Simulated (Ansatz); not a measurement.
`CCCCCCCCCC[S][Ag]`. Total charge 0; singlet. Geometry PBE-D4/def2-SVP; atoms count from 1.

```
atom    x (Å)    y (Å)    z (Å)
  C1   1.7227   0.3894   4.6762
  C2   1.7849  -1.0043   4.0459
  C3   0.6296  -1.3237   3.0862
  C4   0.5823  -0.4570   1.8237
  C5  -0.5424  -0.8371   0.8570
  C6  -0.5919   0.0289  -0.4043
  C7  -1.7046  -0.3661  -1.3809
  C8  -1.8229   0.5328  -2.6196
  C9  -0.6066   0.4899  -3.5523
 C10  -0.7480   1.3942  -4.7750
 S11   0.6363   1.3203  -5.9802
Ag12   2.5046   1.7662  -4.6432
 H13   2.5526   0.5471   5.3945
 H14   1.7911   1.1946   3.9161
 H15   0.7710   0.5383   5.2291
 H16   2.7502  -1.1244   3.5043
 H17   1.7988  -1.7681   4.8533
 H18   0.6969  -2.3921   2.7829
 H19  -0.3376  -1.2285   3.6312
 H20   0.4711   0.6146   2.1019
 H21   1.5608  -0.5279   1.2949
 H22  -1.5204  -0.7746   1.3866
 H23  -0.4319  -1.9063   0.5648
 H24   0.3962  -0.0235  -0.9134
 H25  -0.7218   1.0967  -0.1135
 H26  -2.6754  -0.3594  -0.8378
 H27  -1.5501  -1.4203  -1.7052
 H28  -2.0009   1.5834  -2.2947
 H29  -2.7281   0.2384  -3.1951
 H30   0.3126   0.8002  -3.0023
 H31  -0.4173  -0.5527  -3.8892
 H32  -1.6333   1.0858  -5.3756
 H33  -0.9283   2.4454  -4.4664
```

In the def2 sets Ag takes a core potential; there is no spin–orbit coupling.

Estimate the Mulliken populations of the heavy atoms from the PBE0/def2-TZVP orbitals of Ansatz.


```json
{"atom": "C1", "charge (e)": "-0.40", "d electrons": "–"}
{"atom": "C2", "charge (e)": "-0.14", "d electrons": "–"}
{"atom": "C3", "charge (e)": "-0.17", "d electrons": "–"}
{"atom": "C4", "charge (e)": "-0.24", "d electrons": "–"}
{"atom": "C5", "charge (e)": "-0.19", "d electrons": "–"}
{"atom": "C6", "charge (e)": "-0.24", "d electrons": "–"}
{"atom": "C7", "charge (e)": "-0.14", "d electrons": "–"}
{"atom": "C8", "charge (e)": "-0.15", "d electrons": "–"}
{"atom": "C9", "charge (e)": "-0.25", "d electrons": "–"}
{"atom": "C10", "charge (e)": "-0.14", "d electrons": "–"}
{"atom": "S11", "charge (e)": "-0.36", "d electrons": "–"}
{"atom": "Ag12", "charge (e)": "0.27", "d electrons": "9.91"}
```
Mulliken values depend strongly on the basis.

And the Mayer bond orders between heavy atoms (over 0.3)?

S11–Ag12 1.11 (2.34 Å); C1–C2 1.00 (1.53 Å); C2–C3 1.00 (1.54 Å); C3–C4 1.02 (1.53 Å); C4–C5 1.04 (1.53 Å); C5–C6 1.04 (1.53 Å); C6–C7 1.03 (1.53 Å); C7–C8 1.00 (1.54 Å); C8–C9 1.00 (1.53 Å); C9–C10 0.99 (1.53 Å); C10–S11 1.02 (1.84 Å).
